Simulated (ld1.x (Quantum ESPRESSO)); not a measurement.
**Varying the TM potential for hafnium (Hf)**

Base potential:

Hf, norm-conserving Troullier–Martins (Kleinman–Bylander form), made with ld1.x (Quantum ESPRESSO) 7.5 (PBE, scalar-relativistic). Core [Kr] 4d10 4f14, reference 5s2 5p6 5d2 6s2 6p0. Waves: 5s (bound): rc 1.85 bohr; 5p (bound): rc 1.95 bohr; 5d (bound): rc 2.20 bohr. Local part: the d channel. Core correction: none.

Occupied shells without a wave of their own: 6s. They enter only through the test configuration that unscreens the potential.

Cutoffs, loose and tight: the cutoffs (Ry, on a coarse ladder) from which the occupation-weighted sum of valence levels, in a spherical-Bessel basis at the reference potential, stays within 10 and 1 mRy of its value at 400 Ry. They do not see the model core or the augmentation charge, which bear on the density cutoff. Test errors are all-electron minus pseudo excitation energies from the reference, over the configurations 5s2 5p6 5d2 6s1 6p0; 5s2 5p6 5d2 6s0 6p0; 5s2 5p6 5d1 6s0 6p0; 5s2 5p6 5d0 6s0 6p0; 5s2 5p6 5d2 6s0 6p2; 5s2 5p6 5d3 6s1 6p0; 5s2 5p6 5d2 6s1.5 6p0. A dash means not determined; rows that change the core or the reference have their own tests.

A true bound ghost makes a file unfit for plane-wave use even where its test errors are small: the radial tests pick states by their node count and pass the ghost by.

On the changes marked as counting shells twice: ld1.x takes every shell without a wave as core, so the model core holds the marked electrons as well and exchange and correlation see them twice. This cancels in the reference configuration, but the file is broken for other ones, and its errors say nothing about a proper core correction.

| change | outcome | cutoff, loose | cutoff, tight | bound ghosts | largest test error (meV) |
| --- | --- | --- | --- | --- | --- |
| base | generated, misses its reference levels by 0.33 eV | 35 Ry | 55 Ry | p | +11373 |
| core correction a·sin(br)/r model core inside 0.80 bohr (6s counted twice) | generated, misses its reference levels by 0.33 eV | 35 Ry | 55 Ry | p | +11101 |
| core correction a·sin(br)/r model core inside 0.94 bohr (6s counted twice) | generated, misses its reference levels by 0.33 eV | 35 Ry | 55 Ry | p | +11124 |
| core correction a·sin(br)/r model core inside 1.18 bohr (6s counted twice) | generated, misses its reference levels by 0.33 eV | 35 Ry | 55 Ry | p | +11179 |
| core correction a·sin(br)/r model core inside 1.34 bohr (6s counted twice) | generated, misses its reference levels by 0.33 eV | 35 Ry | 55 Ry | p | +11216 |
| core correction a·sin(br)/r model core inside 1.58 bohr (6s counted twice) | generated, misses its reference levels by 0.33 eV | 35 Ry | 55 Ry | p | +11267 |
| core correction a·sin(br)/r model core inside 1.82 bohr (6s counted twice) | generated, misses its reference levels by 0.33 eV | 35 Ry | 55 Ry | p | +11300 |
| core correction a·sin(br)/r model core inside 2.02 bohr (6s counted twice) | generated, misses its reference levels by 0.33 eV | 35 Ry | 55 Ry | p | +11311 |
| core correction a·sin(br)/r model core inside 2.20 bohr (6s counted twice) | generated, misses its reference levels by 0.33 eV | 35 Ry | 55 Ry | p | +11316 |
